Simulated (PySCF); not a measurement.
Spin states of KB⁺

Unrestricted PBE0; PySCF, no relativity, basis sets K def2-SVPD, B def2-SVPD. Outer shells of the fragments: K+ closed shells only; B 2s2 2p1.

Followed along the bond (rough minima from three points):

```tsv
2Ms+1	unpaired	⟨S²⟩ at the start	R at minimum (Å)	Te (eV)
2	σ ↑	0.75	3.38	0.00
2	π ↑	0.76	3.46	0.32
4	σ ↑↑, π ↑	3.75	none in the scan	≤ 3.22
```

Solutions found at the starting distance of 2.860 Å, counted from the lowest of them; the search is not exhaustive and high or unbound solutions are not listed, so other states can lie among these:

```
2Ms+1   unpaired   term  E (eV)  ⟨S²⟩  ⟨Lz²⟩  μ (D)
    2        σ ↑    ²Σ⁺    0.00  0.75   0.00  -1.55
    2        π ↑     ²Π    0.26  0.76   1.01  -1.59
    4  σ ↑↑, π ↑     ⁴Π    3.23  3.75   1.00  -2.08
    4  σ ↑, π ↑↑    ⁴Σ⁻    3.47  3.75   0.00  -1.83
    2  σ ↑↑, π ↓  mixed    5.06  1.75   1.00  -1.99
    2  σ ↑, π ↑↓  mixed    5.28  1.75   2.01  -1.67
    4      σ ↑↑↑    ⁴Σ⁺    9.29  3.75   0.00   7.36
```

A term symbol is given only where ⟨S²⟩ and ⟨Lz²⟩ are close to those of a pure state; real π, δ and φ orbitals otherwise mix terms. A positive dipole points towards B; it is taken about the centre of mass and depends on that origin.

Problem. Compare the gap between the two lowest followed solutions at the starting distance with the gap between their minima.

Solution. At PBE0 the second solution (doublet, unpaired electrons π ↑) lies +0.26 eV from the first (doublet, unpaired electrons σ ↑) at 2.860 Å and +0.32 eV at the minima; the two curves relax by different amounts, since their minima lie near 3.46 and 3.38 Å.

Counting both spins, an empty level lies below a filled one in some of these solutions, because spin and occupation are held.
